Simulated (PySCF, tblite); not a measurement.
What does the GFN2-xTB structure of `C=CCNNCCC` look like in three dimensions?

Z-matrix in Å and degrees, rows numbered from 1:
```
C 
C   1  1.3196
C   2  1.4936  1  124.54
N   3  1.4625  2  109.52  1  -126.85
N   4  1.4094  3  115.47  2   178.39
C   5  1.4525  4  112.48  3    83.28
C   6  1.5265  5  109.92  4   169.35
C   7  1.5230  6  111.77  5   -63.31
H   1  1.0784  2  121.89  3    -0.90
H   1  1.0766  2  121.93  3   179.86
H   2  1.0809  1  121.08  3  -178.78
H   3  1.0968  2  109.16  1   116.12
H   3  1.1056  2  110.45  1    -2.63
H   4  1.0178  3  109.58  2    56.71
H   5  1.0258  4  112.14  3   -41.12
H   6  1.0920  5  106.43  4    49.93
H   6  1.1033  5  112.90  4   -68.51
H   7  1.0931  6  108.95  5    57.88
H   7  1.0918  6  108.75  5   175.11
H   8  1.0876  7  110.61  6   176.15
H   8  1.0873  7  110.37  6   -63.64
H   8  1.0861  7  109.78  6    55.74
```

Of the pairs four or more bonds apart, N5···H22 is among the closest relative to their van der Waals radii: 2.60 Å, 95 % of the sum of Bondi's values. N5 (hydrazine nitrogen) is pyramidal (angles 112.5°, 112.1° and 109.8°, sum 334.5°, 0.38 Å off the plane of its three neighbours). The 4 C–C bonds span 1.320 Å (C1=C2, drawn double) to 1.526 Å (C6–C7, drawn single), a spread of 0.206 Å. N4 (hydrazine nitrogen) is pyramidal (angles 115.5°, 109.6° and 107.6°, sum 332.7°, 0.39 Å off the plane of its three neighbours).

The geometry is computed with GFN2-xTB (gas phase).

Point group: C1 (no symmetry element, even within 0.4 Å). Its GFN2-xTB frequencies are all real (lowest 37 cm⁻¹). The numbers are those of one conformer (C1–C2–C3–N4 -127°, C2–C3–N4–N5 178°, C3–N4–N5–C6 83°, N4–N5–C6–C7 169°, N5–C6–C7–C8 -63°). 3 starts were optimised and ended at 0.00, 1.60 and 2.66 kcal/mol (GFN2-xTB); the lowest of these is shown.
